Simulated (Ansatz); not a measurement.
Reaction (formal exchange of groups at a Te–C bond): `C[Te]C(C)=N` + `[AlH2][SiH3]` → `C[Te][AlH][SiH3]` + `CC=N`

Computed with Ansatz on PBE0-D4/def2-TZVP structures; ΔE is electronic, products minus reactants. CCSD(T)/CBS is the MP2 limit (def2-TZVPP, def2-QZVPP) plus CCSD(T) − MP2 in def2-TZVPP, frozen cores. This one scheme is used for every species. Functionals use def2-TZVPP. B3LYP here is the variant with VWN-RPA as its local correlation; programs differ in this. Elements past krypton have def2 core potentials. For Te outer-core shells are correlated without core-valence functions, which leaves a few kJ/mol of doubt a bond. One conformer a species, not always the lowest.

CCSD(T)/CBS gives -1.51 eV.

Q: Another level gave -1.49 eV. Which?
A. HF/def2-TZVPP
B. PBE0-D4/def2-TZVPP
C. B3LYP-D4/def2-TZVPP
D. ωB97X-V/def2-TZVPP

A: D. ωB97X-V -1.49, PBE0-D4 -1.55, HF/def2-TZVPP -1.68, B3LYP-D4 -1.45 eV.

Largest T1 diagnostic among the species: 0.012.

From PBE to PBE0 (25 % exact exchange), in def2-TZVPP and without D4, ΔE moves by −0.10 eV. In def2-TZVPP, CCSD(T) changes the Hartree–Fock value by +0.18 eV (the triples alone add +0.03 eV) and MP2 by +0.20 eV. The D4 term adds +0.05 eV with B3LYP and +0.02 eV with PBE0; it sums over pairs of atoms, weighted by their polarisabilities, and B3LYP, whose exchange is more repulsive, gets the larger term.
